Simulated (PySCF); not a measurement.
C3H5ClOSi, SMILES Cl[Si@@H]1CC=CO1. Coordinates come from a PBE-D3(BJ)/def2-SVP optimisation. The structure was generated by enumeration; whether it is a known compound was not checked. One conformer was computed; it need not be the lowest.

Method: PBE-D3(BJ)/def2-SVP (PySCF 2.14.0).

Harmonic wavenumbers (cm⁻¹): 84, 175, 243, 419, 454, 542, 639, 676, 702, 727, 745, 831, 839, 892, 940, 1025, 1060, 1141, 1175, 1310, 1350, 1629, 2223, 2969, 3027, 3131, 3152. Rotational constants (GHz): 4.698, 1.660, 1.476; symmetry number 1.

Problem. Work out the zero-point energy and the ideal-gas rigid-rotor harmonic-oscillator thermochemistry at 298.15 K and 1 atm.

Solution. ZPE = ½ Σ hcν = ½ × 32102 cm⁻¹ = 192.01 kJ/mol. H − E(el) = 211.24 kJ/mol. Entropy in J/(mol K): translation 168.52, rotation 116.00, vibration 53.11, total 337.63. G − E(el) = 110.58 kJ/mol. Cp = 105.74 J/(mol K). Modes under 150 cm⁻¹ make the vibrational entropy uncertain.
